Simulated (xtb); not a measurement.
HfO, SMILES [O]=[Hf], multiplicity 1. All values are semi-empirical tight-binding results from xtb (GFN2-xTB unless named), good for trends rather than for accurate numbers. Coordinates come from a GFN2-xTB optimisation. The multiplicity is an assumed one; other spin states were not compared.

For metal compounds this method's bond lengths and energies can be far off.

point group as xtb finds it: C∞v
orbital gap: 1.59 eV
